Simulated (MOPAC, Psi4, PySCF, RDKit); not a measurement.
Relaxed torsion scan: SMILES CCc1ccc(OC)s1 (C7H10OS). Scanned: dihedral C1–C2–C3–S9; all other coordinates were relaxed at GFN2-xTB. Points at φ and −φ are mirror images. Heavy atoms are numbered in the order of the SMILES CCc1ccc(OC)s1, hydrogens after them in the order of the atoms that carry them; the mirror image has the same energies with the sign of each dihedral reversed.

Levels of theory: RMP2/6-31G* = restricted MP2 (frozen core)/6-31G*, spherical d // GFN2-xTB (PySCF); UFF // GFN2-xTB (RDKit); PM6, restricted, heats of formation // GFN2-xTB (MOPAC); PBE-D3(BJ)/def2-SVP // GFN2-xTB (Psi4).

Energies relative to the lowest point of each profile, in kJ/mol; the last columns give the difference from PBE-D3(BJ):

| φ / ° | RMP2/6-31G* | UFF | PM6 | PBE-D3(BJ)/def2-SVP | RMP2/6-31G* − PBE-D3(BJ)/def2-SVP | UFF − PBE-D3(BJ)/def2-SVP | PM6 − PBE-D3(BJ)/def2-SVP |
|---|---|---|---|---|---|---|---|
| -150 | 3.3 | 8.2 | 1.3 | 2.9 | 0.4 | 5.3 | -1.5 |
| -120 | 3.1 | 1.9 | 1.0 | 3.7 | -0.6 | -1.8 | -2.7 |
| -90 | 0.8 | 0.0 | 0.0 | 1.3 | -0.5 | -1.3 | -1.3 |
| -60 | 0.0 | 3.8 | 0.3 | 0.0 | 0.0 | 3.8 | 0.3 |
| -30 | 3.7 | 9.0 | 1.7 | 2.4 | 1.3 | 6.6 | -0.7 |
| 0 | 7.2 | 10.9 | 2.2 | 4.9 | 2.3 | 6.0 | -2.7 |
| 30 | 3.7 | 9.0 | 1.7 | 2.4 | 1.3 | 6.6 | -0.7 |
| 60 | 0.0 | 3.8 | 0.3 | 0.0 | 0.0 | 3.8 | 0.3 |
| 90 | 0.8 | 0.0 | 0.0 | 1.3 | -0.5 | -1.3 | -1.3 |
| 120 | 3.1 | 1.9 | 1.0 | 3.7 | -0.6 | -1.8 | -2.7 |
| 150 | 3.3 | 8.2 | 1.3 | 2.9 | 0.4 | 5.3 | -1.5 |
| 180 | 2.4 | 11.4 | 1.1 | 0.9 | 1.5 | 10.5 | 0.2 |

RMP2/6-31G* is furthest from PBE-D3(BJ)/def2-SVP at 0 (2.3 kJ/mol, above); its mean absolute difference over the points is 0.8 kJ/mol.

UFF is furthest from PBE-D3(BJ)/def2-SVP at 180 (10.5 kJ/mol, above); its mean absolute difference over the points is 4.5 kJ/mol.

PM6 is furthest from PBE-D3(BJ)/def2-SVP at -120 (-2.7 kJ/mol, below); its mean absolute difference over the points is 1.3 kJ/mol.
